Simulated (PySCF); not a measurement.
Electron correlation in Kr(3+) (krypton, charge +3)

[Ar] 3d10 4s2 4p3, high-spin 4S determinant. Calculation: PySCF 2.14, in x2c-TZVPPall with one added diffuse shell each of s, p, d type (7s6p5d1f, 57 functions); scalar relativity by spin-free X2C-1e. Frozen: [Ne]; 23 electrons correlated.

MP2 pair energies summed by pair of shells (mhartree):

```tsv
pair	energy	share (%)
3d-3d	-79.98	31.0
4s-4p	-55.03	21.3
3p-3d	-37.81	14.6
4p-4p	-18.35	7.1
3s-3d	-15.26	5.9
3d-4s	-12.99	5.0
3d-4p	-12.96	5.0
4s-4s	-8.49	3.3
3p-3p	-6.25	2.4
3s-3p	-4.11	1.6
3p-4s	-3.07	1.2
3p-4p	-2.31	0.9
3s-3s	-0.81	0.3
3s-4s	-0.40	0.2
3s-4p	-0.37	0.1
```

Total MP2 correlation energy: -258.17 mhartree.

Same-spin part -85.47 and opposite-spin part -172.70 mhartree; SCS-MP2 scales them by 1/3 and 6/5 to -235.73 mhartree.

This basis was not built for core-valence correlation, so the inner-shell part is incomplete.
